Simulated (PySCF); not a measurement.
A calculated (r2SCANh, PySCF 2.14, aug-cc-pVQZ-DK, scalar relativity by spin-free X2C-1e) atom or ion has these occupied shells.

```json
{"shell": "1s", "electrons": "2", "orbital energy (eV)": "-843.13", "rms radius, mean of both spins (bohr)": "0.183"}
{"shell": "2s", "electrons": "2", "orbital energy (eV)": "-39.869", "rms radius, mean of both spins (bohr)": "0.988"}
{"shell": "2p", "electrons": "6", "orbital energy (eV)": "-14.965", "rms radius, mean of both spins (bohr)": "1.12"}
```

(1) Name the element and its charge.

Answers

(1) Ne (neon, neutral), in [Ne], closed-shell 1S.
